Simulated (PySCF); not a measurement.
Molecule: SMILES C1C[SiH2]CCO1, C$_{4}$H$_{10}$OSi.

Bonds (- single, = double, # triple, : aromatic): C1-C2, C2-Si3, Si3-C4, C4-C5, C5-O6, O6-C1. C1 carries H7, H8; C2 carries H9, H10; Si3 carries H11, H12; C4 carries H13, H14; C5 carries H15, H16.

Geometry PBE0-D3(BJ)/def2-SVP throughout; GIAO in PySCF, gas phase, one conformer, non-relativistic; equivalent atoms averaged; functional PBE0.

For orientation, IGLO-III gives these shifts δ (against TMS, H2O at the same level): C1/C5 67.2, C2/C4 9.0, Si3 -52.1, O6 44.7, H7/H8/H15/H16 3.82, H11/H12 4.33, H9/H10/H13/H14 1.16 ppm.

A run gave: C1/C5 64.6, C2/C4 8.9, Si3 -51.2, O6 43.7, H7/H8/H15/H16 3.79, H11/H12 4.40, H9/H10/H13/H14 1.14 ppm (shifts δ (against TMS, H2O at the same level)).

Q: Which basis set was used in that run?
A. STO-3G
B. 6-31G*
C. 6-31G
D. pcSseg-0
E. 6-311+G(2d,p)

A: E. O6 tells them apart best: 6-311+G(2d,p) gives 43.7, 6-31G* gives 29.2, STO-3G gives -16.7, pcSseg-0 gives 26.5, 6-31G gives 29.1 ppm.
